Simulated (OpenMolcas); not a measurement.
# P: effect of the IPEA shift

```yaml
Program: OpenMolcas 26.06
Basis: ANO-RCC-VTZP [5s4p2d1f]
Scalar_Hamiltonian: DKH2, point nucleus
Active_space: 5 electrons in 8 orbitals (3s 3p 4s 4p)
State_averaging: 2S+1 = 4 odd, 1 root; 2S+1 = 2 odd, 8 roots; 2S+1 = 4 even, 3 roots; 2S+1 = 2 even, 5 roots (0 in the spin-orbit step)
Spin-orbit_coupling: state interaction with AMFI integrals over the reference wave functions, term energies averaged over their components
```

Methods on the same reference wave functions:
A. CASSCF
B. SS-CASPT2, IPEA 0 Eh, imaginary shift 0.1 Eh (closed shells correlated: 2s 2p)
C. SS-CASPT2, IPEA 0.25 Eh, imaginary shift 0.1 Eh (closed shells correlated: 2s 2p)

Energies in cm⁻¹ above 3s² 3p³ ⁴S°_3/2, the measured ground level; measured values from NIST Handbook of Basic Atomic Spectroscopic Data.

| Level | A | B | C | Measured |
| --- | --- | --- | --- | --- |
| 3s² 3p³ ⁴S°_3/2 | 0.0 | 0.0 | 0.0 | 0.0 |
| 3s² 3p³ ²D°_3/2 | 14677 | 12420 | 12470 | 11361 |
| 3s² 3p³ ²D°_5/2 | 14697 | 12430 | 12480 | 11377 |
| 3s² 3p³ ²P°_1/2 | 19597 | 19650 | 19520 | 18723 |
| 3s² 3p³ ²P°_3/2 | 19610 | 19660 | 19530 | 18748 |
| 3s 3p⁴ ⁴P_5/2 | 65546 | 61950 | 63050 | 59535 |
| 3s 3p⁴ ⁴P_3/2 | 65695 | 62100 | 63200 | 59716 |
| 3s 3p⁴ ⁴P_1/2 | 65783 | 62190 | 63290 | 59820 |

Deviations, from unrounded energies. A percentage is the sum of absolute deviations over the sum of measured energies, with the sign that they share, or ± where signs differ.

```json
{"Against measurement": "mean absolute deviation (cm-1)", "Levels": "7", "A": "3800", "B": "1600", "C": "2000"}
{"Against measurement": "other terms of the ground configuration (%)", "Levels": "4", "A": "+13.9", "B": "+6.6", "C": "+6.3"}
{"Against measurement": "other configurations (%)", "Levels": "3", "A": "+10.0", "B": "+4.0", "C": "+5.8"}
```

B lies closest to measurement on these levels and A furthest from it. The largest miss of B in the table is 3s 3p⁴ ⁴P_5/2, by +2400 cm-1. The ranking rests on the paired levels alone, and a cruder setting can come out closer through cancelling errors.

Between B and C the level of the table that moves most is 3s 3p⁴ ⁴P_5/2, by 1100 cm-1 (lowest in B, highest in C). Moves below CASPT2's spread within the term are not significant.

From A to B the spin-free energies of the other terms of 3s² 3p³ shown, above ⁴S°, scale by factors of 0.85 to 1.00.

The lowest spin-free term lies below A's lowest term by 0.096 hartree in B, 0.089 hartree in C.

CASPT2 does not keep the components of a term degenerate, so their means are used; among the terms shown or strongly mixed into the levels shown the widest spread is 110 cm-1 (3s² 3p³ ²D°, C). Over all roots computed the reference weight is 0.88 to 0.95 in B; the roots of lowest weight are the least certain, and an intruder state may touch them. Active for correlation alone: 4p 4s; no level in the range computed is led by a configuration that fills them, so any true level of that kind is missing. Terms of s pⁿ other than that of highest spin mix with s² pⁿ⁻² d, which this space lacks; all of them can be thousands of cm-1 off, and some have no real level of that name. Without dynamic correlation excited terms often stand tens of per cent too high (terms of higher spin than the ground term too low), and those without a measured partner can miss by more than the paired ones (holds for A). Computed and measured levels are paired by configuration, term and J; levels that our copy of the source lacks, or whose pairing is in doubt (as where it misses far off the trend of its configuration), stay unpaired and out of the deviations. Only configurations of the active space appear.

° marks odd parity.
